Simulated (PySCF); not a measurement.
**Working out the ionisation energy of Au**

Au [Xe] 4f14 5d10 6s1 (2S) → Au⁺ [Xe] 4f14 5d10 (1S). Computed with PySCF 2.14 in cc-pVDZ-PP with ECP60MDF, with scalar relativity through the core potential. Frozen: 5s2 5p6. Energies in hartree (1 hartree = 27.21139 eV):

| part | Au (lower) | Au⁺ (upper) |
| --- | --- | --- |
| UHF | -134.780540 | -134.498404 |
| CCSD correlation | -0.278254 | -0.242953 |
| (T) | -0.005063 | -0.003256 |

Question: What does Hartree-Fock give?

Answer: (-134.498404) − (-134.780540) = 0.282136 hartree = 7.677 eV.

Question: What do CCSD and CCSD(T) give?

Answer: The CCSD correlation energies differ by 0.035301 hartree = 0.961 eV and the triples by 0.001807 hartree = 0.049 eV, so CCSD gives 8.638 eV and CCSD(T) 8.687 eV.

Measured between the centres of the two terms (NIST): 9.226 eV, so CCSD(T) (valence) is off by -0.539 eV.

A double-zeta basis recovers only part of the correlation energy.

What remains against the reference includes basis incompleteness, the frozen core and higher excitations.
